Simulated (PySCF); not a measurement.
Shifts of the heteroatoms

Molfile (atoms numbered from 1):
```
C8H4F3N
     RDKit          3D

 16 17  0  0  0  0  0  0  0  0999 V2000
    2.0775    0.4522    2.3698 N   0  0  0  0  0  0  0  0  0  0  0  0
    1.5574    0.4288    1.3518 C   0  0  0  0  0  0  0  0  0  0  0  0
    0.9257    0.4080    0.0774 C   0  0  2  0  0  0  0  0  0  0  0  0
    0.3449    1.6961   -0.4907 C   0  0  0  0  0  0  0  0  0  0  0  0
   -0.8644    1.1854   -0.6952 C   0  0  0  0  0  0  0  0  0  0  0  0
   -0.5068   -0.1944   -0.1772 C   0  0  2  0  0  0  0  0  0  0  0  0
   -1.3529   -0.8095    0.9027 C   0  0  0  0  0  0  0  0  0  0  0  0
   -2.5285   -1.2457    0.4171 F   0  0  0  0  0  0  0  0  0  0  0  0
   -0.7613   -1.8653    1.4773 F   0  0  0  0  0  0  0  0  0  0  0  0
   -1.6422    0.0573    1.8824 F   0  0  0  0  0  0  0  0  0  0  0  0
    0.1829   -1.1010   -1.1784 C   0  0  0  0  0  0  0  0  0  0  0  0
    1.3922   -0.5905   -0.9736 C   0  0  0  0  0  0  0  0  0  0  0  0
    0.8189    2.6411   -0.6650 H   0  0  0  0  0  0  0  0  0  0  0  0
   -1.7874    1.5426   -1.1066 H   0  0  0  0  0  0  0  0  0  0  0  0
   -0.2343   -1.8490   -1.8228 H   0  0  0  0  0  0  0  0  0  0  0  0
    2.3708   -0.7473   -1.3805 H   0  0  0  0  0  0  0  0  0  0  0  0
  1  2  3  0
  3  2  1  1
  3  4  1  0
  4  5  2  0
  5  6  1  0
  6  7  1  1
  7  8  1  0
  7  9  1  0
  7 10  1  0
  6 11  1  0
 11 12  2  0
  6  3  1  0
 12  3  1  0
  4 13  1  0
  5 14  1  0
 11 15  1  0
 12 16  1  0
M  END
```

In vacuum, one computed conformer, non-relativistic, equivalent nuclei averaged. σ from GIAO-PBE0/pcSseg-1; GFN2-xTB geometry; PySCF.

Question: Predict the ¹⁹F NMR data.

Answer: 
| atoms | environment | σ (ppm) | δ (ppm) |
| --- | --- | --- | --- |
| F8/F9/F10 | fluorine of a CF3 group | 255.8 | -70.1 |

Shieldings were converted by a linear fit to measured shifts: ¹⁹F (scatter 6.0 ppm rms, 7.0 ppm with the 5 outliers that the fit left out vs CFCl3, solution or neat liquid, with a term for F on sp3 carbon). A few per cent of atoms miss by over 2 rms, more outside the fitted compound classes.

On a 300 MHz spectrometer ¹⁹F resonates near 282.3 MHz, so 1 ppm is 282.3 Hz.

Question: Where does ¹⁵N resonate?

Answer: 
```
atoms       environment  σ (ppm)  δ (ppm)
   N1  nitrile nitrogen    -51.7   -100.4
```

Shieldings were converted by a linear fit to measured shifts: ¹⁵N: δ = -148.07 − 0.921σ (rms 6.3 ppm, 71 shifts vs CH3NO2, solution or neat liquid). Occasional misses reach two or three times the rms, and more in compound classes unlike the fitted ones.

On a 300 MHz spectrometer ¹⁵N resonates near 30.4 MHz, so 1 ppm is 30.4 Hz.
